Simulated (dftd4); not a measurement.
H₂O₄S, triplet, geometry from GFN2-xTB (a higher spin typed on purpose: for a closed-shell molecule this is an excited state); D4 for pbe (dftd4).

Here is a job for dftd4.
```
$ dftd4 mol.xyz --func pbe --charge 0 --json dftd4.json --noedisp --grad

# file mol.xyz
7

O     -0.13307246     1.81684757     0.23011247
S     -0.31393379    -0.30843444     0.09477987
O     -0.75687588    -0.61418215    -1.23743200
O      0.00619614    -1.38839378     1.00892756
O      1.30976951     0.46067151    -0.18712793
H     -0.21362264     2.18930983    -0.65175740
H      1.82842473     0.54609589     0.61943872
```

What the program printed (banner, timings and long lists left out):

```
                    ____  _____ _____     ____  _  _
      -------------|  _ \|  ___|_   _|---|  _ \| || |------------
     |             | | | | |_    | | ___ | | | | || |_           |
     |             | |_| |  _|   | ||___|| |_| |__   _|          |
     |             |____/|_|     |_|     |____/   |_|            |
     |             ===================================           |
     |            E. Caldeweyher, S. Ehlert & S. Grimme          |
     |          Mulliken Center for Theoretical Chemistry        |
     |                    University of Bonn                     |
      -----------------------------------------------------------

Rational (Becke-Johnson) damping: pbe-D4-ATM
---------------------
  s6         1.0000
  s8         0.9595
  s9         1.0000
  a1         0.3857
  a2         4.8069
 alp        16.0000
--------------------

Dispersion energy:      -5.1521788573560E-03 Eh

Gradient norm:           3.7222312135512E-04 Eh/a0
--------------------------------------------------
     #    Z           dE/dx      dE/dy      dE/dz
--------------------------------------------------
     1    8 O     1.329E-05  1.480E-04  2.624E-05
     2   16 S    -3.717E-05  2.072E-05  2.560E-05
     3    8 O    -9.624E-05 -1.076E-04 -1.499E-04
     4    8 O    -7.828E-06 -1.930E-04  1.129E-04
     5    8 O     9.156E-05  6.567E-05 -2.115E-05
     6    1 H    -1.141E-05  5.503E-05 -2.164E-05
     7    1 H     4.780E-05  1.125E-05  2.795E-05
--------------------------------------------------

Virial:
--------------------------------------------------
      component           x          y          z
--------------------------------------------------
          x       5.527E-04  2.814E-04  2.469E-04
          y       2.814E-04  1.424E-03 -1.261E-04
          z       2.469E-04 -1.261E-04  6.485E-04
--------------------------------------------------

[Info] Dispersion results written to 'dftd4.txt'
[Info] JSON dump of results written to 'dftd4.json'
```
